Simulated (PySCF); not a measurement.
SeCl₄: one-bond stretch

Computed with PySCF, PBE0, basis Se def2-SVP, Cl def2-SVP (no relativity, density fitting).

Rigid scan from the singlet minimum (Se–Cl 2.166 Å (×2), Se–Cl 2.329 Å (×2); Cl–Se–Cl 91.1° (×4), Cl–Se–Cl 102.4°, Cl–Se–Cl 176.4°). Coordinate: the bond from Se to the last atom (Cl) scaled, the rest fixed. Energies in kJ/mol from the minimum.

Task: Predict the curve at 0.92, 0.96, 1.00, 1.05, 1.12, 1.20, 1.35, 1.55, 1.80, 2.20.

Result: 
```tsv
scale of one bond	E (kJ/mol)	dipole size (D)
0.92	27.5	0.77
0.96	5.9	0.39
1.00	0.0	0.03
1.05	6.7	0.43
1.12	30.5	1.02
1.20	66.4	1.60
1.35	135.5	2.43
1.55	209.3	–
1.80	266.3	–
2.20	308.4	–
```

At long bonds a restricted determinant can lie too high, and another spin state can fall below this curve.

Other isomers or separated fragments may lie lower.
